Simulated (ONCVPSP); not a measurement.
What one change does to a pseudopotential (Os (Z = 76), ONCV)

osmium (Os), optimised norm-conserving Vanderbilt (ONCV), made with ONCVPSP 4.0.1 (PBEsol, scalar-relativistic). Core [Kr] 4d10 4f14, reference 5s2 5p6 5d6 6s2. Waves: 5s+6s: rc 1.85 bohr, ncon 4, nbas 8, qcut 6.6 1/bohr, 2 projectors; 5p: rc 1.35 bohr, ncon 4, nbas 7, qcut 6.4 1/bohr, 2 projectors, debl 3.9 Ha; 5d: rc 2.60 bohr, ncon 4, nbas 9, qcut 6.2 1/bohr, 2 projectors, debl 3.2 Ha. Local part: polynomial inside 1.15 bohr (lpopt 4, dvloc0 0 Ha). Core correction: Teter function fitted to the true core (icmod 2), fcfact 0.25.

All-electron outer shells of the reference configuration (PBEsol, scalar-relativistic, ld1.x):

```json
{"shell": "5s", "level (eV)": "-91.60", "outermost node (bohr)": "0.51", "outermost maximum (bohr)": "0.91"}
{"shell": "4f", "level (eV)": "-52.02", "outermost node (bohr)": "–", "outermost maximum (bohr)": "0.40"}
{"shell": "5p", "level (eV)": "-50.86", "outermost node (bohr)": "0.55", "outermost maximum (bohr)": "1.03"}
{"shell": "5d", "level (eV)": "-6.29", "outermost node (bohr)": "0.60", "outermost maximum (bohr)": "1.36"}
{"shell": "6s", "level (eV)": "-6.19", "outermost node (bohr)": "1.20", "outermost maximum (bohr)": "2.48"}
```

Change: p: qcut 8.8.

Cutoffs: the cutoffs (Ha) at which the residual kinetic energy of the hardest occupied pseudo-wave falls to 1 and 0.1 mHa per electron; they do not see the model core or the augmentation charge, which bear on the density cutoff. Errors are all-electron minus pseudo energies relative to the spin-unpolarised reference configuration.

**Question.** What does the change do?

**Answer.** The potential gets softer (64 Ha and 82 Ha → 32 Ha and 38 Ha); the errors of the 4 common tests hardly move; neither file shows a bound ghost.

| quantity | base | changed |
| --- | --- | --- |
| cutoff, loose | 64 Ha | 32 Ha |
| cutoff, tight | 82 Ha | 38 Ha |
| loose cutoff by channel | s 15 Ha, p 64 Ha, d 13 Ha | s 15 Ha, p 32 Ha, d 13 Ha |
| bound ghosts | none | none |
| GHOST(+) flags under 300 eV | s at 172.7 eV | s at 172.7 eV |
| error for 5s2 5p6 5d6 6s1, meV [ΔE 9.62 eV] | -4.4 | -4.4 |
| error for 5s2 5p6 5d6 6s0, meV [ΔE 26.56 eV] | -18 | -18 |
| error for 5s2 5p6 5d5 6s0, meV [ΔE 55.44 eV] | -22 | -23 |
| error for 5s2 5p6 5d5 6s2, meV [ΔE 11.12 eV] | +9.6 | +9.8 |
| s: phases at 1.88 bohr within 0.05 rad from the reference energy up to (Ha; the scan ends near 5) | 4.8 | 4.8 |
| p: phases at 1.37 bohr within 0.05 rad from the reference energy up to (Ha; the scan ends near 5) | to the end of the scan | to the end of the scan |
| d: phases at 2.64 bohr within 0.05 rad from the reference energy up to (Ha; the scan ends near 5) | 4.8 | 4.8 |
| rms error of d²Exc/dni dnj with the model core, mHa | 0.72 | 0.81 |
